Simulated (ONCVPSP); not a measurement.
Ranking ONCV potentials for Cu

All share these settings but for the change named:

```json
{
  "Element": "Cu",
  "Generator": "ONCVPSP 4.0.1",
  "Type": "optimised norm-conserving Vanderbilt (ONCV)",
  "Functional": "PBE",
  "Relativity": "scalar-relativistic",
  "Frozen core": "[Ne]",
  "Valence charge": "19",
  "Reference configuration": "3s2 3p6 3d10 4s1",
  "Partial waves": "3s+4s: rc 1.40 bohr, ncon 4, nbas 9, qcut 11 1/bohr, 2 projectors; 3p: rc 0.80 bohr, ncon 4, nbas 7, qcut 9.6 1/bohr, 2 projectors, debl 3.7 Ha; 3d: rc 1.15 bohr, ncon 4, nbas 9, qcut 10.7 1/bohr, 2 projectors, debl 1.3 Ha",
  "Local potential": "polynomial inside 0.55 bohr (lpopt 5, dvloc0 2 Ha)",
  "Core correction": "none"
}
```

Cutoff: the first of the cutoffs (Ha) at which the residual kinetic energy of the hardest occupied pseudo-wave falls to 1 and 0.1 mHa per electron; the density cutoff is not measured.

The base gives 60 Ha.

Of 9 variants that were run, those that failed, showed a ghost or another fault, or gave nearly equal values are left out.

A variant can come out equal or close to the base.

(1) Rank these variants from softest to hardest (loose cutoff).
A. s: qcut 8; p: qcut 7; d: qcut 7.8
B. s: qcut 11.3; p: qcut 9.9; d: qcut 11
C. s: qcut 13.6; p: qcut 11.9; d: qcut 13.3
D. s: qcut 10.6; p: qcut 9.2; d: qcut 10.3

## Answers

(1) B (59 Ha), C (72 Ha), D (99 Ha), A (240 Ha).
